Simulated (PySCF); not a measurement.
## Bond curve of Tl2

Set-up: basis Tl def2-TZVPP with ECP60; scalar-relativistic core potentials; PySCF 2.14. Energies in eV from Tl + Tl in their ground configurations at the same level. State: ³Πu (triplet), unpaired electrons σ ↑, π ↑.

All columns are r²SCAN.

```tsv
R (Å)	E (eV)	HOMO (eV)	LUMO (eV)	Mayer bond order	⟨S²⟩
2.691	-0.919	-3.59	-3.32	1.20	2.01
2.816	-1.124	-3.63	-3.20	1.15	2.01
2.941	-1.230	-3.56	-3.09	1.11	2.01
3.035	-1.265	-3.49	-3.01	1.09	2.01
3.129	-1.273	-3.42	-2.94	1.08	2.01
3.223	-1.260	-3.36	-2.88	1.06	2.01
3.348	-1.221	-3.29	-2.81	1.05	2.01
3.505	-1.149	-3.21	-2.73	1.03	2.01
3.692	-1.043	-3.13	-2.65	1.02	2.01
3.942	-0.888	-3.05	-2.56	1.01	2.01
```

These are scalar-relativistic numbers at best; spin–orbit coupling would shift them, the dissociation energy most. The state was picked by a PBE0 search and need not be the measured ground state.
